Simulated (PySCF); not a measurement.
## Broadened absorption spectrum of C5H4N4

Compound: C5H4N4.
Atom-mapped SMILES: `[CH2:1]=[CH:2][n:3]1[n:4][cH:5][c:6]([C:7]#[N:8])[n:9]1` (hydrogens: H10, H11 on C1; H12 on C2; H13 on C5)

Computed, not measured: TDDFT CAM-B3LYP/def2-SVPD, vertical, gas phase, core orbitals frozen in the response (PySCF). The structure is a single GFN2-xTB conformer in the gas phase; no vibrational or solvent corrections. Torsions of this conformer, `[CH2:1]=[CH:2][n:3]1[n:4][cH:5][c:6]([C:7]#[N:8])[n:9]1`: C1–C2–N3–N4 0°.

Each state is given a Gaussian of 0.4 eV full width at half maximum, with ε(max) = 2.175×10⁸ f / Δν̃ (Δν̃ the width in cm⁻¹). The cross-section is σ = 3.8235×10⁻²¹ ε cm², given in Mb (10⁻¹⁸ cm²). The width is an assumption, not a result. The curve ends short of the highest state used, and states not computed would add to its high-energy end.

(E (eV), σ (Mb)): (4.68, 0.31), (4.73, 0.84), (4.79, 2.44), (4.85, 6.30), (4.90, 12.61), (4.96, 25.87), (5.02, 46.84), (5.08, 74.86), (5.13, 100.59), (5.19, 127.90), (5.25, 143.54), (5.31, 142.21), (5.36, 128.28), (5.42, 101.10), (5.48, 70.33), (5.53, 47.25), (5.59, 26.15), (5.65, 12.78), (5.71, 5.51), (5.76, 2.49), (5.82, 0.88), (5.88, 0.34), (5.93, 0.27), (5.99, 0.46), (6.05, 0.96), (6.11, 1.84), (6.16, 2.87), (6.22, 4.38), (6.28, 5.93), (6.34, 7.11), (6.39, 7.56), (6.45, 7.35), (6.51, 6.49), (6.56, 5.61), (6.62, 4.82), (6.68, 4.88)

**Question.** Locate the maxima and give the states behind the curve.

**Answer.** 235 nm (5.28 eV), ε about 38000, made up of S1 (100%); 194 nm (6.40 eV), ε about 2000, made up of S3 (95%) (ε in L mol⁻¹ cm⁻¹; maxima over ε = 5, shares over 10%). At its high-energy end, 6.68 eV, the curve is still rising (ε about 1300, from S3, S4 and S6). The states used: S1 5.28 eV (f 0.563); S2 5.91 eV (f 0.0000); S3 6.39 eV (f 0.028); S4 6.63 eV (f 0.0030); S5 6.93 eV (f 0.0014); S6 7.03 eV (f 0.076); S7 7.16 eV (f 0.0010); S8 7.28 eV (f 0.0034).

**Question.** What would ε be at 5.28 eV, the highest of these maxima, with half the width (0.2 eV)?

**Answer.** About 75800 L mol⁻¹ cm⁻¹ against 38000, a factor of about 2.00; a lone state at its own centre would give exactly 2.

**Question.** On this curve, what absorbance would a 10⁻³ mol/L sample give at 248 nm over a 1 cm path?

**Answer.** 248 nm is 4.999 eV, where ε is about 10000 L mol⁻¹ cm⁻¹, so A = ε c l ≈ 10 (Beer–Lambert, with the gas-phase spectrum and the assumed width).
